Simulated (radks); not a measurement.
Spherical jellium clusters: N electrons in a uniform positive sphere of charge N and radius rs N^(1/3), rs = 4.23 bohr. Method: non-relativistic Kohn-Sham, LDA (Slater exchange, Perdew-Wang correlation), spin-polarised, spherical densities; computed with a radial shooting solver with Libxc functionals. Levels are named by radial order and angular momentum (1s, 1p, 1d, 2s, ...), and open shells are averaged over m.

N = 32, configuration 1s2 1p6 1d10 2s2 1f(up 7, down 5). This is the lowest configuration that the search found. Occupied and some empty levels:

| level | occupation | eigenvalue (eV) | <r> (bohr) |
|---|---|---|---|
| 1s up | 1 | -4.9899 | 7.692 |
| 1s down | 1 | -4.9425 | 7.526 |
| 1p up | 3 | -4.3971 | 9.407 |
| 1p down | 3 | -4.3243 | 9.337 |
| 1d up | 5 | -3.6942 | 10.44 |
| 1d down | 5 | -3.6107 | 10.42 |
| 2s up | 1 | -3.4729 | 8.314 |
| 2s down | 1 | -3.4302 | 8.425 |
| 1f up | 7 | -2.8737 | 11.22 |
| 1f down | 5 | -2.7872 | 11.23 |
| 2p up | 0 | -2.4158 | 9.436 |
| 2p down | 0 | -2.3766 | 9.474 |
| 1g up | 0 | -1.9478 | 11.93 |
| 1g down | 0 | -1.8634 | 11.96 |
| 2d up | 0 | -1.3679 | 11.15 |
| 2d down | 0 | -1.3260 | 11.18 |

Energy (eV): total -60.8683, kinetic 50.960, external -2469.7, Hartree 1226.1, exchange-correlation -113.18, background 1244.9.

Electron density:

| r (bohr) | n(r) (e/bohr^3) |
|---|---|
| 0.958 | 0.004239 |
| 2.02 | 0.003804 |
| 3.09 | 0.003242 |
| 4.16 | 0.002782 |
| 5.22 | 0.002607 |
| 6.29 | 0.002770 |
| 7.36 | 0.003174 |
| 8.43 | 0.003604 |
| 9.49 | 0.003789 |
| 10.6 | 0.003501 |
| 11.6 | 0.002712 |
| 12.7 | 0.001707 |
| 13.8 | 0.0008631 |
| 14.8 | 0.0003709 |
| 15.9 | 0.0001452 |
| 17.0 | 0.00005265 |
| 18.0 | 0.00001826 |
| 19.1 | 6.206e-06 |
| 20.2 | 2.056e-06 |
| 21.2 | 6.747e-07 |
